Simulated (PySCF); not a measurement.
4-fluoro-2-phenylthiophene (C₁₀H₇FS), SMILES Fc1csc(-c2ccccc2)c1.

Coordinates come from a B3LYP-D3(BJ)/def2-SVP optimisation. The values are those of a single conformer.

These are PySCF 2.14.0 with TDA-B3LYP/def2-SVP values and carry that method's errors.

Vertical excitations. The molecule is in vacuum.

Problem. List the lowest excited states. (An estimate is asked for; the answer gives what the named calculation found.)

Solution. 
```json
[
 {"state": "S1", "energy (eV)": "4.55", "λ (nm)": "273", "f": "0.540", "main pairs": "HOMO→LUMO 91 %"},
 {"state": "S2", "energy (eV)": "4.71", "λ (nm)": "263", "f": "0.002", "main pairs": "HOMO→LUMO+1 61 %, HOMO−2→LUMO 33 %"},
 {"state": "S3", "energy (eV)": "5.17", "λ (nm)": "240", "f": "0.132", "main pairs": "HOMO−1→LUMO 78 %"},
 {"state": "S4", "energy (eV)": "5.48", "λ (nm)": "226", "f": "0.046", "main pairs": "HOMO−2→LUMO 43 %, HOMO→LUMO+1 28 %, HOMO−1→LUMO+1 11 %, HOMO−3→LUMO+1 9 %"},
 {"state": "S5", "energy (eV)": "5.69", "λ (nm)": "218", "f": "0.008", "main pairs": "HOMO−3→LUMO 43 %, HOMO→LUMO+2 38 %, HOMO→LUMO+3 7 %"},
 {"state": "S6", "energy (eV)": "5.82", "λ (nm)": "213", "f": "0.026", "main pairs": "HOMO−1→LUMO+1 81 %"},
 {"state": "T1", "energy (eV)": "2.99", "λ (nm)": "415", "f": "0", "main pairs": "HOMO→LUMO 92 %"},
 {"state": "T2", "energy (eV)": "4.01", "λ (nm)": "309", "f": "0", "main pairs": "HOMO−1→LUMO 82 %"}
]
```
Triplets are in the Tamm–Dancoff approximation.
